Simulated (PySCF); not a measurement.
SMILES [SiH2][Si]([SiH3])([SiH3])[SiH3], doublet (GFN2-xTB optimised geometry):

```
16

Si    -1.898     0.787     0.084
Si     0.396     0.975     0.000
Si     1.249     2.133    -1.864
Si     1.283    -1.192     0.000
Si     1.088     2.081     1.943
H     -2.747     1.971     0.262
H     -2.627    -0.023    -0.899
H      0.702     3.492    -1.912
H      2.707     2.265    -1.918
H      0.839     1.473    -3.107
H      2.747    -1.192     0.000
H      0.869    -1.971     1.167
H      0.870    -1.953    -1.180
H      0.577     3.451     2.005
H      0.641     1.412     3.165
H      2.546     2.180     2.035
```

Level of theory: unrestricted PBE0/def2-TZVP (PySCF).

### Question
What are the frontier orbital energies (α orbitals alone; a β orbital can be the lowest empty one) and the dipole moment?

### Answer
HOMO-2 -8.28 eV, HOMO-1 -8.23 eV, HOMO -6.07 eV, LUMO -0.63 eV, LUMO+1 -0.61 eV; dipole moment 0.08 D.

On the same geometry unrestricted PBE/def2-TZVP (PySCF 2.14.0) gives HOMO-2 -7.20 eV, HOMO-1 -7.16 eV, HOMO -5.09 eV, LUMO -1.42 eV, LUMO+1 -1.41 eV; dipole moment 0.09 D.

Meta-Löwdin charges at PBE0/def2-TZVP: Si1 0.11, Si2 -0.08, Si3 0.23, Si4 0.24, Si5 0.24, H6 -0.05, H7 -0.05, H8 -0.07, H9 -0.07, H10 -0.07, H11 -0.07, H12 -0.07, H13 -0.07, H14 -0.07, H15 -0.07, H16 -0.07.
